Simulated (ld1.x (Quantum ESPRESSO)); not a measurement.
**Before and after: ultrasoft potential for argon (Ar)**

Ar, ultrasoft, made with ld1.x (Quantum ESPRESSO) 7.5 (PBE, scalar-relativistic). Core [Ne], reference 3s2 3p6. Waves: 3s (bound): rcut 0.85, rcutus 1.05 bohr; 3s channel at 3 Ry: rcut 0.85, rcutus 1.05 bohr; 3p (bound): rcut 0.90, rcutus 1.20 bohr; 3p channel at 2.95 Ry: rcut 0.90, rcutus 1.20 bohr; 3d channel at 0.05 Ry: rcut 1.05, rcutus 1.20 bohr; 3d channel at 2.35 Ry: rcut 1.05, rcutus 1.20 bohr. Local part: all-electron potential smoothed inside 1.00 bohr (lloc = -1). Core correction: none. Augmentation charge: built from norm-conserving waves at rcut, not smoothed further.

All-electron outer shells of the reference configuration (PBE, scalar-relativistic, ld1.x):

| shell | level (eV) | outermost node (bohr) | outermost maximum (bohr) |
| --- | --- | --- | --- |
| 2s | -296.99 | 0.12 | 0.34 |
| 2p | -229.89 | – | 0.28 |
| 3s | -24.29 | 0.52 | 1.17 |
| 3p | -10.27 | 0.49 | 1.30 |

Change: augmentation PSQ, inside the norm-conserving radii.

Cutoffs: the cutoffs (Ry, on a coarse ladder) from which the occupation-weighted sum of valence levels, in a spherical-Bessel basis at the reference potential, stays within 10 and 1 mRy of its value at 400 Ry; they do not see the model core or the augmentation charge, which bear on the density cutoff. Errors are all-electron minus pseudo energies relative to the spin-unpolarised reference configuration.

Question: Predict the effect on cutoff, ghosts and configuration errors.

Answer: The potential gets neither clearly harder nor softer (35 Ry and 70 Ry → 35 Ry and 70 Ry); of the 6 tests that both files solve, the error grows in 2 and shrinks in 4 by more than 15 % and 0.3 meV (median size 9.5 → 3.5 meV); neither file shows a bound ghost.

```csv
quantity,base,changed
"cutoff, loose",35 Ry,35 Ry
"cutoff, tight",70 Ry,70 Ry
bound ghosts,none,none
"error for 3s2 3p5, meV [ΔE 16.06 eV]",-0.6,-2.1
"error for 3s2 3p4, meV [ΔE 44.72 eV]",+4.8,-2.7
"error for 3s2 3p3, meV [ΔE 87.30 eV]",+30,+4.3
"error for 3s1 3p6, meV [ΔE 30.67 eV]",+14,-8.4
"error for 3s2 3p2, meV [ΔE 144.94 eV]",+101,+28
"error for 3s2 3p5.5, meV [ΔE 6.55 eV]",-0.6,-1.0
s: phases at 1.30 bohr within 0.05 rad from the reference energy up to (Ry; the scan ends near 5),to the end of the scan,to the end of the scan
p: phases at 1.30 bohr within 0.05 rad from the reference energy up to (Ry; the scan ends near 5),to the end of the scan,to the end of the scan
d: phases at 1.30 bohr within 0.05 rad from the reference energy up to (Ry; the scan ends near 5),to the end of the scan,to the end of the scan
lowest overlap eigenvalue by channel,"s 0.49, p 0.62, d 0.95","s 0.52, p 0.72, d 0.95"
```
